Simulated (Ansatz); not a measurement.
CH₅Si (SMILES [CH2][SiH3]), doublet, at a GFN2-xTB geometry; B3LYP5/6-31G** (Ansatz, a program for electronic structure).

Ansatz was given this input:
Ansatz 0.2 input:
```yaml
crystal:
  periodic: [false, false, false]
  atoms:
    - {symbol: C, position_ang: [-0.01711389, 0.13861103, -1.25945287]}
    - {symbol: Si, position_ang: [0.00774095, -0.06609183, 0.57241213]}
    - {symbol: H, position_ang: [-0.92959358, 0.22915764, -1.82227983]}
    - {symbol: H, position_ang: [0.88009381, 0.20740535, -1.84926448]}
    - {symbol: H, position_ang: [0.03350168, 1.24334789, 1.24448153]}
    - {symbol: H, position_ang: [-1.19792114, -0.77868484, 1.00294438]}
    - {symbol: H, position_ang: [1.20822931, -0.80760657, 0.96706573]}
basis:
  gaussian:
    orbitals: 6-31G__.json
hamiltonian:
  xc: b3lyp5
magnetization: {spin_polarized: true, initial_magnetization: 1}
accuracy: high
```
The basis file holds 6-31G** in the JSON format of the Basis Set Exchange.

**Question.** Write the output that Ansatz gives for this input, abridged.

**Answer.** 
```
Functional definition: B3LYP5
1314 factors; integrals over basis functions are off by at most 3.6e-9 eV
mean field evaluation 1: about -8989.5299 eV, gradient 2.2e1 eV
mean field evaluation 2: about -8988.9116 eV, gradient 2.4e1 eV
mean field evaluation 4: about -8992.0135 eV, gradient 3.8e-1 eV
mean field evaluation 8: about -8992.0708 eV, gradient 3.0e-2 eV
mean field evaluation 16: about -8992.0708 eV, gradient 1.6e-5 eV
mean field -8992.07076468 eV, -330.4525055574 hartree, gradient 2.8e-8 eV, S^2 0.753602; 0 other end points of the search recorded, 0 dependent functions left out
reference -8992.07079967 eV, -330.4525068434 hartree; 13, 12 occupied and 46, 47 virtual orbitals, 1314 factors
Total energy: -8992.07079967 eV, -330.4525068434 hartree
```
